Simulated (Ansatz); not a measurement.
System: CsI, charge 1, doublet. CsI+ (parent SMILES [I][Cs], doublet).
B3LYP-D3(BJ)/def2-TZVP minimum from Ansatz (a program for electronic structure):
```xyz
2

Cs     0.0000     0.0000    -2.0048
I      0.0000     0.0000     2.0804
```
Charge +1, spin multiplicity 2.

Total energies in def2-QZVPP, 7 correlated electrons, 13 frozen orbitals. UHF or UKS for unpaired electrons; spin-orbit terms are left out. Correlated methods leave the cores frozen (noble-gas shells, and filled d and f shells in the p block). Past Kr the def2 sets carry scalar-relativistic core potentials. Spin-orbit terms, left out, reach several kcal/mol for Br and I, and more for heavier atoms. The spin of CsI+ (parent SMILES [I][Cs], doublet) was assumed, and the state is the lowest solution found for it.

```tsv
method	program	energy (Eh)	minus CCSDT(Q) (mEh)
HF	Ansatz	-316.39192	154.50
MP2	Ansatz	-316.52214	24.28
CCSD	Ansatz	-316.54013	6.28
CCSD(T)	Ansatz	-316.54561	0.81
CCSDT(Q)	Ansatz	-316.54642	0.00
```

Rough core times of Ansatz's runs on a shared machine: CCSD(T) 2 min, CCSDT(Q) 30 min.
